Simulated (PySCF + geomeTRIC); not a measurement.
All values below come from PySCF + geomeTRIC with BP86-D3(BJ)/def2-SVP. fastk is a local helper that only speeds up exchange builds. No frequencies were computed at this level.

```python
import json, numpy as np
from pyscf import gto, dft
from fastk import lowrank_exchange
atoms = """
Hf    -0.183769     0.026165     0.121229
O      0.483107     0.706451    -1.486981
H      1.350939     0.329374    -1.672306
O     -0.943823    -1.662683    -0.092795
C     -0.112541    -2.487188    -0.862559
H     -0.123812    -2.178503    -1.922182
H     -0.479403    -3.521295    -0.805709
H      0.926781    -2.466631    -0.480650
O     -1.280604     1.156302     1.120351
C     -0.823458     2.475955     0.985833
H      0.249553     2.545878     1.247117
H     -1.387981     3.124881     1.668813
H     -0.974178     2.842082    -0.043718
O      1.346061    -0.288566     1.142482
C      0.941307    -0.764034     2.398383
H      0.378056     0.009385     2.946702
H      1.830317    -1.028709     2.985054
H      0.310405    -1.663837     2.289927
"""
def scf(charge, spin, dm0=None):
    mol = gto.M(atom=atoms, basis='def2-svp', ecp={'Hf': 'def2-svp'}, charge=charge, spin=spin, verbose=3, max_memory=10080)
    mf = dft.KS(mol, xc='bp86').density_fit(auxbasis="def2-universal-jkfit")
    mf.disp = 'd3bj'
    mf.grids.level = 3
    mf.conv_tol = 1e-8
    mf.max_cycle = 120
    mf.level_shift = 0.25
    mf.kernel(dm0)
    if not mf.converged:
        mf = mf.newton().run(mf.mo_coeff, mf.mo_occ).undo_soscf()
    return mf
mf = scf(0, 0)
from pyscf.geomopt.geometric_solver import kernel as optimize
path = []
done, mol = optimize(mf, maxsteps=120, assert_convergence=False, callback=lambda env: path.append((env["energy"], bool(env["g_scanner"].converged))))
res = dict(converged=bool(done and path[-1][1]), energy=path[-1][0], path=[e for e, c in path], xyz=mol.atom_coords(unit="Angstrom").tolist(), nao=mol.nao)
json.dump(res, open("result.json", "w"))
```

Output:

```
converged SCF energy = -469.196204137959
Geometry optimization cycle 1
converged SCF energy = -469.19620413741
cycle 1: E = -469.196204137  dE = -469.196  norm(grad) = 0.134308
Geometry optimization cycle 2
converged SCF energy = -469.231774551242
cycle 2: E = -469.231774551  dE = -0.0355704  norm(grad) = 0.0302786
Geometry optimization cycle 3
converged SCF energy = -469.237961031055
cycle 3: E = -469.237961031  dE = -0.00618648  norm(grad) = 0.0219799
Geometry optimization cycle 4
converged SCF energy = -469.243683665802
cycle 4: E = -469.243683666  dE = -0.00572263  norm(grad) = 0.0254507
Geometry optimization cycle 5
converged SCF energy = -469.24887136302
cycle 5: E = -469.248871363  dE = -0.0051877  norm(grad) = 0.0286181
Geometry optimization cycle 6
converged SCF energy = -469.253544224092
cycle 6: E = -469.253544224  dE = -0.00467286  norm(grad) = 0.0278233
Geometry optimization cycle 7
converged SCF energy = -469.257960891197
cycle 7: E = -469.257960891  dE = -0.00441667  norm(grad) = 0.0222647
Geometry optimization cycle 8
converged SCF energy = -469.260560797931
cycle 8: E = -469.260560798  dE = -0.00259991  norm(grad) = 0.0155156
Geometry optimization cycle 9
converged SCF energy = -469.261606821549
cycle 9: E = -469.261606822  dE = -0.00104602  norm(grad) = 0.0118931
Geometry optimization cycle 10
converged SCF energy = -469.262755774534
cycle 10: E = -469.262755775  dE = -0.00114895  norm(grad) = 0.0091737
Geometry optimization cycle 11
converged SCF energy = -469.264029168127
cycle 11: E = -469.264029168  dE = -0.00127339  norm(grad) = 0.0069586
Geometry optimization cycle 12
converged SCF energy = -469.265500309899
cycle 12: E = -469.26550031  dE = -0.00147114  norm(grad) = 0.00560896
Geometry optimization cycle 13
converged SCF energy = -469.266821220561
cycle 13: E = -469.266821221  dE = -0.00132091  norm(grad) = 0.00592145
Geometry optimization cycle 14
converged SCF energy = -469.267665969965
cycle 14: E = -469.26766597  dE = -0.000844749  norm(grad) = 0.00776241
Geometry optimization cycle 15
converged SCF energy = -469.268088881408
cycle 15: E = -469.268088881  dE = -0.000422911  norm(grad) = 0.0115709
Geometry optimization cycle 16
converged SCF energy = -469.268340870306
cycle 16: E = -469.26834087  dE = -0.000251989  norm(grad) = 0.00445695
Geometry optimization cycle 17
converged SCF energy = -469.268424819705
cycle 17: E = -469.26842482  dE = -8.39494e-05  norm(grad) = 0.00153258
Geometry optimization cycle 18
converged SCF energy = -469.268437637505
cycle 18: E = -469.268437638  dE = -1.28178e-05  norm(grad) = 0.000734914
Geometry optimization cycle 19
converged SCF energy = -469.268444303193
cycle 19: E = -469.268444303  dE = -6.66569e-06  norm(grad) = 0.000590061
Geometry optimization cycle 20
converged SCF energy = -469.268447870991
cycle 20: E = -469.268447871  dE = -3.5678e-06  norm(grad) = 0.00097891
Geometry optimization cycle 21
converged SCF energy = -469.268455002588
cycle 21: E = -469.268455003  dE = -7.1316e-06  norm(grad) = 0.00190233
Geometry optimization cycle 22
converged SCF energy = -469.268464159846
cycle 22: E = -469.26846416  dE = -9.15726e-06  norm(grad) = 0.00242885
Geometry optimization cycle 23
converged SCF energy = -469.268483392247
cycle 23: E = -469.268483392  dE = -1.92324e-05  norm(grad) = 0.00206409
Geometry optimization cycle 24
converged SCF energy = -469.268503488327
cycle 24: E = -469.268503488  dE = -2.00961e-05  norm(grad) = 0.00096845
Geometry optimization cycle 25
converged SCF energy = -469.26851111755
cycle 25: E = -469.268511118  dE = -7.62922e-06  norm(grad) = 0.000719134
Geometry optimization cycle 26
converged SCF energy = -469.268512198011
cycle 26: E = -469.268512198  dE = -1.08046e-06  norm(grad) = 0.00104084
Geometry optimization cycle 27
converged SCF energy = -469.268516897039
cycle 27: E = -469.268516897  dE = -4.69903e-06  norm(grad) = 0.000910218
Geometry optimization cycle 28
converged SCF energy = -469.268525309423
cycle 28: E = -469.268525309  dE = -8.41238e-06  norm(grad) = 0.00071947
Geometry optimization cycle 29
converged SCF energy = -469.268536157351
cycle 29: E = -469.268536157  dE = -1.08479e-05  norm(grad) = 0.00071942
Geometry optimization cycle 30
converged SCF energy = -469.268549834626
cycle 30: E = -469.268549835  dE = -1.36773e-05  norm(grad) = 0.000733701
Geometry optimization cycle 31
converged SCF energy = -469.268559787735
cycle 31: E = -469.268559788  dE = -9.95311e-06  norm(grad) = 0.000620246
Geometry optimization cycle 32
converged SCF energy = -469.268566003328
cycle 32: E = -469.268566003  dE = -6.21559e-06  norm(grad) = 0.000473034
Geometry optimization cycle 33
converged SCF energy = -469.268569699828
cycle 33: E = -469.2685697  dE = -3.6965e-06  norm(grad) = 0.000431515
Geometry optimization cycle 34
converged SCF energy = -469.26857166095
cycle 34: E = -469.268571661  dE = -1.96112e-06  norm(grad) = 0.000495235
Geometry optimization cycle 35
converged SCF energy = -469.268573210609
cycle 35: E = -469.268573211  dE = -1.54966e-06  norm(grad) = 0.000453137
Geometry optimization cycle 36
converged SCF energy = -469.268573952827
cycle 36: E = -469.268573953  dE = -7.42217e-07  norm(grad) = 0.000359189
Geometry optimization cycle 37
converged SCF energy = -469.268574812665
cycle 37: E = -469.268574813  dE = -8.59839e-07  norm(grad) = 0.000295176
Geometry optimization cycle 38
converged SCF energy = -469.268575775898
cycle 38: E = -469.268575776  dE = -9.63233e-07  norm(grad) = 0.000263728
Geometry optimization cycle 39
converged SCF energy = -469.268576283838
cycle 39: E = -469.268576284  dE = -5.0794e-07  norm(grad) = 0.000249571
Geometry optimization cycle 40
converged SCF energy = -469.26857634533
cycle 40: E = -469.268576345  dE = -6.14921e-08  norm(grad) = 0.000240029
<class 'geometric.internal.Distance'> : 21
<class 'geometric.internal.Angle'> : 42
<class 'geometric.internal.LinearAngle'> : 2
<class 'geometric.internal.OutOfPlane'> : 27
<class 'geometric.internal.Dihedral'> : 128
<class 'geometric.internal.TranslationX'> : 1
<class 'geometric.internal.TranslationY'> : 1
<class 'geometric.internal.TranslationZ'> : 1
<class 'geometric.internal.RotationA'> : 1
<class 'geometric.internal.RotationB'> : 1
<class 'geometric.internal.RotationC'> : 1
Step    0 : Gradient = 3.166e-02/6.551e-02 (rms/max) Energy = -469.1962041374
Step    1 : Displace = 9.092e-02/1.144e-01 (rms/max) Trust = 1.000e-01 (=) Grad = 7.137e-03/1.495e-02 (rms/max) E (change) = -469.2317745512 (-3.557e-02) Quality = 0.777
Step    2 : Displace = 7.348e-02/1.097e-01 (rms/max) Trust = 1.414e-01 (+) Grad = 5.181e-03/8.208e-03 (rms/max) E (change) = -469.2379610311 (-6.186e-03) Quality = 1.452
Step    3 : Displace = 1.132e-01/1.635e-01 (rms/max) Trust = 2.000e-01 (+) Grad = 5.999e-03/1.231e-02 (rms/max) E (change) = -469.2436836658 (-5.723e-03) Quality = 1.455
Step    4 : Displace = 1.475e-01/2.096e-01 (rms/max) Trust = 2.828e-01 (+) Grad = 6.745e-03/1.311e-02 (rms/max) E (change) = -469.2488713630 (-5.188e-03) Quality = 1.446
Step    5 : Displace = 1.491e-01/2.151e-01 (rms/max) Trust = 3.000e-01 (+) Grad = 6.558e-03/1.085e-02 (rms/max) E (change) = -469.2535442241 (-4.673e-03) Quality = 1.453
Step    6 : Displace = 1.268e-01/2.019e-01 (rms/max) Trust = 3.000e-01 (=) Grad = 5.248e-03/1.142e-02 (rms/max) E (change) = -469.2579608912 (-4.417e-03) Quality = 1.417
Step    7 : Displace = 8.618e-02/1.523e-01 (rms/max) Trust = 3.000e-01 (=) Grad = 3.657e-03/1.107e-02 (rms/max) E (change) = -469.2605607979 (-2.600e-03) Quality = -0.100
Step    8 : Displace = 4.371e-02/6.877e-02 (rms/max) Trust = 4.309e-02 (-) Grad = 2.803e-03/8.525e-03 (rms/max) E (change) = -469.2616068215 (-1.046e-03) Quality = 1.123
Step    9 : Displace = 6.098e-02/9.568e-02 (rms/max) Trust = 6.094e-02 (+) Grad = 2.162e-03/6.638e-03 (rms/max) E (change) = -469.2627557745 (-1.149e-03) Quality = 1.002
Step   10 : Displace = 8.633e-02/1.371e-01 (rms/max) Trust = 8.618e-02 (+) Grad = 1.640e-03/4.520e-03 (rms/max) E (change) = -469.2640291681 (-1.273e-03) Quality = 1.006
Step   11 : Displace = 1.325e-01/2.121e-01 (rms/max) Trust = 1.219e-01 (+) Grad = 1.322e-03/2.737e-03 (rms/max) E (change) = -469.2655003099 (-1.471e-03) Quality = 1.041
Step   12 : Displace = 1.781e-01/2.883e-01 (rms/max) Trust = 1.724e-01 (+) Grad = 1.396e-03/3.026e-03 (rms/max) E (change) = -469.2668212206 (-1.321e-03) Quality = 1.069
Step   13 : Displace = 1.830e-01/2.995e-01 (rms/max) Trust = 2.438e-01 (+) Grad = 1.830e-03/4.921e-03 (rms/max) E (change) = -469.2676659700 (-8.447e-04) Quality = 1.314
Step   14 : Displace = 1.146e-01/1.870e-01 (rms/max) Trust = 3.000e-01 (+) Grad = 2.727e-03/4.995e-03 (rms/max) E (change) = -469.2680888814 (-4.229e-04) Quality = -0.000
Step   15 : Displace = 6.002e-02/1.026e-01 (rms/max) Trust = 5.731e-02 (-) Grad = 1.051e-03/1.991e-03 (rms/max) E (change) = -469.2683408703 (-2.520e-04) Quality = 1.244
Step   16 : Displace = 1.378e-02/2.103e-02 (rms/max) Trust = 8.105e-02 (+) Grad = 3.612e-04/6.480e-04 (rms/max) E (change) = -469.2684248197 (-8.395e-05) Quality = 1.018
Step   17 : Displace = 1.012e-02/1.420e-02 (rms/max) Trust = 1.146e-01 (+) Grad = 1.732e-04/2.687e-04 (rms/max) E (change) = -469.2684376375 (-1.282e-05) Quality = 1.144
Step   18 : Displace = 1.128e-02/1.717e-02 (rms/max) Trust = 1.621e-01 (+) Grad = 1.391e-04/3.331e-04 (rms/max) E (change) = -469.2684443032 (-6.666e-06) Quality = 1.049
Step   19 : Displace = 4.755e-03/9.195e-03 (rms/max) Trust = 2.293e-01 (+) Grad = 2.307e-04/4.729e-04 (rms/max) E (change) = -469.2684478710 (-3.568e-06) Quality = 0.577
Step   20 : Displace = 1.277e-02/2.553e-02 (rms/max) Trust = 2.293e-01 (=) Grad = 4.484e-04/8.082e-04 (rms/max) E (change) = -469.2684550026 (-7.132e-06) Quality = 0.397
Step   21 : Displace = 1.684e-02/3.282e-02 (rms/max) Trust = 2.293e-01 (=) Grad = 5.725e-04/1.075e-03 (rms/max) E (change) = -469.2684641598 (-9.157e-06) Quality = 0.393
Step   22 : Displace = 2.250e-02/4.135e-02 (rms/max) Trust = 2.293e-01 (=) Grad = 4.865e-04/9.227e-04 (rms/max) E (change) = -469.2684833922 (-1.923e-05) Quality = 0.581
Step   23 : Displace = 1.833e-02/3.550e-02 (rms/max) Trust = 2.293e-01 (=) Grad = 2.283e-04/4.333e-04 (rms/max) E (change) = -469.2685034883 (-2.010e-05) Quality = 0.783
Step   24 : Displace = 9.072e-03/1.545e-02 (rms/max) Trust = 3.000e-01 (+) Grad = 1.695e-04/3.440e-04 (rms/max) E (change) = -469.2685111176 (-7.629e-06) Quality = 0.590
Step   25 : Displace = 6.718e-03/1.175e-02 (rms/max) Trust = 3.000e-01 (=) Grad = 2.453e-04/5.086e-04 (rms/max) E (change) = -469.2685121980 (-1.080e-06) Quality = 0.158
Step   26 : Displace = 3.424e-03/6.892e-03 (rms/max) Trust = 3.359e-03 (-) Grad = 2.145e-04/4.882e-04 (rms/max) E (change) = -469.2685168970 (-4.699e-06) Quality = 0.978
Step   27 : Displace = 4.541e-03/9.406e-03 (rms/max) Trust = 4.750e-03 (+) Grad = 1.696e-04/4.105e-04 (rms/max) E (change) = -469.2685253094 (-8.412e-06) Quality = 0.826
Step   28 : Displace = 6.595e-03/1.503e-02 (rms/max) Trust = 6.718e-03 (+) Grad = 1.696e-04/3.229e-04 (rms/max) E (change) = -469.2685361574 (-1.085e-05) Quality = 0.758
Step   29 : Displace = 9.938e-03/2.446e-02 (rms/max) Trust = 9.500e-03 (+) Grad = 1.729e-04/3.249e-04 (rms/max) E (change) = -469.2685498346 (-1.368e-05) Quality = 0.685
Step   30 : Displace = 9.996e-03/2.534e-02 (rms/max) Trust = 9.500e-03 (=) Grad = 1.462e-04/2.685e-04 (rms/max) E (change) = -469.2685597877 (-9.953e-06) Quality = 0.517
Step   31 : Displace = 9.754e-03/2.382e-02 (rms/max) Trust = 9.500e-03 (=) Grad = 1.115e-04/2.540e-04 (rms/max) E (change) = -469.2685660033 (-6.216e-06) Quality = 0.317
Step   32 : Displace = 1.026e-02/2.246e-02 (rms/max) Trust = 9.500e-03 (=) Grad = 1.017e-04/2.736e-04 (rms/max) E (change) = -469.2685696998 (-3.697e-06) Quality = 0.159
Step   33 : Displace = 4.554e-03/8.687e-03 (rms/max) Trust = 4.750e-03 (-) Grad = 1.167e-04/2.208e-04 (rms/max) E (change) = -469.2685716610 (-1.961e-06) Quality = 0.141
Step   34 : Displace = 2.157e-03/4.283e-03 (rms/max) Trust = 2.277e-03 (-) Grad = 1.068e-04/1.783e-04 (rms/max) E (change) = -469.2685732106 (-1.550e-06) Quality = 0.477
Step   35 : Displace = 1.405e-03/2.607e-03 (rms/max) Trust = 2.277e-03 (=) Grad = 8.466e-05/1.605e-04 (rms/max) E (change) = -469.2685739528 (-7.422e-07) Quality = 0.304
Step   36 : Displace = 1.381e-03/2.310e-03 (rms/max) Trust = 2.277e-03 (=) Grad = 6.957e-05/1.518e-04 (rms/max) E (change) = -469.2685748127 (-8.598e-07) Quality = 0.335
Step   37 : Displace = 2.064e-03/3.341e-03 (rms/max) Trust = 2.277e-03 (=) Grad = 6.216e-05/1.412e-04 (rms/max) E (change) = -469.2685757759 (-9.632e-07) Quality = 0.244
Step   38 : Displace = 1.114e-03/1.805e-03 (rms/max) Trust = 1.032e-03 (-) Grad = 5.882e-05/1.345e-04 (rms/max) E (change) = -469.2685762838 (-5.079e-07) Quality = 0.236
Step   39 : Displace = 5.343e-04/8.723e-04 (rms/max) Trust = 5.159e-04 (-) Grad = 5.658e-05/1.311e-04 (rms/max) E (change) = -469.2685763453 (-6.149e-08) Quality = 0.058
Converged! =D
```

Cost: around 50 core-minutes (rough).
